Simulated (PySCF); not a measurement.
Compound: BiF3.
Bonds: Bi1–F2, Bi1–F3, Bi1–F4.

Computed by this run: PySCF, PBE0-D3(BJ)/def2-SVP geometry optimisation, gas phase, def2 core potentials past Kr; density fitting, grid level 1; the optimiser is geomeTRIC in internal coordinates, started from a GFN2-xTB structure with every atom displaced at random (about 0.03 Å).

Step 0: E = -13978.1673 eV
```
atom  x, y, z in Å  |  force x, y, z in eV/Å
Bi1     0.0593   -0.0716    0.8465   -1.422   2.570  -0.403
F2      1.6718   -0.0428   -0.2811    1.086   0.015  -0.486
F3     -0.8805    1.4686   -0.3136    0.945  -1.445   1.436
F4     -0.7673   -1.4447   -0.2822   -0.609  -1.140  -0.547
```

Step 1: E = -13978.3239 eV
```
atom  x, y, z in Å  |  force x, y, z in eV/Å
Bi1     0.0064    0.0107    0.7876    1.256  -2.261   0.540
F2      1.7435    0.0027   -0.2835   -0.412   0.044   0.330
F3     -0.8262    1.4085   -0.2522   -1.047   1.782  -1.266
F4     -0.8404   -1.5124   -0.2825    0.204   0.435   0.396
```

Question: Estimate the geometry and energy of step 2. (The exact step hangs on the optimiser's Hessian estimate; all steps are aligned on step 1, rigid shifts and turns removed.)

Answer: E = -13978.4246 eV, largest force 0.883 eV/Å
```
atom  x, y, z in Å  |  force x, y, z in eV/Å
Bi1     0.0276   -0.0286    0.7885   -0.225   0.294  -0.802
F2      1.7525   -0.0122   -0.2753   -0.198   0.001   0.170
F3     -0.8662    1.4798   -0.2705    0.304  -0.490   0.420
F4     -0.8306   -1.5294   -0.2731    0.119   0.195   0.213
```

The energy changes by -0.1007 eV. The first-order estimate −F·Δx gives -0.3049 eV and the mean of the old and new forces, exact on a quadratic surface, -0.1162 eV. The step makes an angle of 33° with the force vector and moves no atom by more than 0.084 Å.

What follows is the cost of the whole optimisation. The run took 18 s on Arm Neoverse N1, one thread, no GPU, shared host with 64 logical CPUs at a one-minute load of 12, and the process peaked at 0.28 GiB of memory.
